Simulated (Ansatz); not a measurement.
Compare A (`C[SiH]1CCC1`) with its isomer B (`C=C([SiH3])CC`).

Isolated molecules relaxed with PBE0-D4/def2-TZVP in Ansatz; ΔE leaves out vibrations. CCSD(T)/CBS adds triple-zeta CCSD(T) − MP2 to the extrapolated MP2 energy (def2 sets, frozen cores). Functionals use def2-TZVPP. B3LYP here is the variant with VWN-RPA as its local correlation; programs differ in this. One conformer a species, not always the lowest.

(1) Which is lower in electronic energy at CCSD(T)/CBS, and by how much? (Estimate.)

(2) Give E(B) − E(A) in kcal/mol with MP2/def2-TZVPP, r2SCAN-D4, B3LYP-D4, B2PLYP, CCSD/def2-TZVPP, PBE-D4, CCSD(T)/def2-TZVPP. (An estimate is asked.)

Largest T1 diagnostic: 0.011.

Results:

(1) Computed: A, by 15.0 kcal/mol.

(2) Computed: MP2/def2-TZVPP 17.1, r2SCAN-D4 17.2, B3LYP-D4 12.3, B2PLYP 13.8, CCSD/def2-TZVPP 14.6, PBE-D4 17.2, CCSD(T)/def2-TZVPP 14.4. None reverses the order clearly.

In def2-TZVPP, CCSD(T) changes the Hartree–Fock value by +5.3 kcal/mol (the triples alone add −0.1 kcal/mol) and MP2 by +7.9 kcal/mol. From PBE to PBE0 (25 % exact exchange), in def2-TZVPP and without D4, E(B) − E(A) moves by +1.8 kcal/mol.
